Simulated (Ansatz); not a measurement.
Calculated with Ansatz (gas phase, PBE0-D4/def2-TZVP geometries, no zero-point term in ΔE). CCSD(T)/CBS adds triple-zeta CCSD(T) − MP2 to the extrapolated MP2 energy (def2 sets, frozen cores). DFT in def2-TZVPP. B3LYP here is the variant with VWN-RPA as its local correlation; programs differ in this. One conformer a species, not always the lowest.

`BC([SiH3])[SiH2]Cl` + `C=C[SiH](N)Cl` → `C=C[SiH](Cl)N[SiH2]Cl` + `BC[SiH3]`  (ligand exchange at the Si–C bond)

CCSD(T)/CBS gives -10.7 kcal/mol.

Another level gave -10.7 kcal/mol. Which?
A. B3LYP/def2-TZVPP
B. ωB97M-V/def2-TZVPP
C. PBE/def2-TZVPP
D. HF/def2-TZVPP

B. ωB97M-V -10.7, PBE -9.2, HF/def2-TZVPP -14.5, B3LYP -12.1 kcal/mol.

Largest T1 diagnostic among the species: 0.011.

In def2-TZVPP, CCSD(T) changes the Hartree–Fock value by +3.6 kcal/mol (the triples alone add +0.5 kcal/mol) and MP2 by +3.6 kcal/mol.
